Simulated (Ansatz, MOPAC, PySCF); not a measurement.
Pair of molecules: CH3F (SMILES CF) (first 5 atoms) with CH3F (SMILES CF); geometry from B3LYP-D3(BJ)/def2-TZVP.
(charge 0, multiplicity 1):
```xyz
10

C     -0.232     0.523     0.462
F      1.061     0.138     0.822
H     -0.805     0.702     1.370
H     -0.166     1.433    -0.136
H     -0.681    -0.280    -0.123
C      0.612     0.305     4.164
F     -0.682     0.689     3.804
H      0.547    -0.602     4.765
H      1.184     0.124     3.256
H      1.061     1.111     4.746
```

Monomers are frozen at their geometry in the pair; levels with a basis set take the counterpoise correction.

The state that PM7 reach isn't checked; PM7 holds dispersion and hydrogen-bond terms.

Programs: Ansatz (a quantum-chemistry and plane-wave program); MOPAC for PM7 (differences of heats of formation); PySCF for the dispersion terms. Each number belongs to the level named beside it.

### Question
What is the computed interaction energy (PM7)?

### Answer
0.0 kcal/mol

### Question
What is the computed interaction energy (BLYP/def2-TZVPPD)?

### Answer
-0.7 kcal/mol

### Question
Estimate the interaction energy that CAM-B3LYP-D3(BJ)/def2-TZVPPD returns for this input.

### Answer
-2.6 kcal/mol
